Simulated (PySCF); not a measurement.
# Excitation energy of Ca by level of theory

Ca [Ar] 4s2 (1S) → Ca [Ar] 3d1 4s1 (3D), as a difference of total energies. Calculation: PySCF 2.14, in x2c-TZVPPall (6s5p3d, 36 functions); the spin-free X2C one-electron Hamiltonian (Gaussian nucleus). Correlated levels: valence: [Ar] frozen; valence and next inner shell: [Ne] frozen. The calculations carry no spin-orbit coupling.

```tsv
method	excitation energy (eV)
UHF	2.501
LDA	2.020
PBE	1.929
PBE0	2.097
r2SCAN	1.743
B2PLYP	2.568
M06	2.636
wB97M-V	2.515
LC-wPBE	2.133
MP2 (valence)	2.966
SCS-MP2 (valence)	3.091
MP2 (valence and next inner shell)	3.224
SCS-MP2 (valence and next inner shell)	3.312
```

How much does correlation contribute at MP2 (valence and next inner shell)?

3.224 − (2.501) = 0.723 eV, measured against UHF.

Errors of the correlated levels include the incompleteness of this basis and the frozen core.

For comparison: 2.524 eV (measured; NIST levels, between the centres of gravity of the two terms).
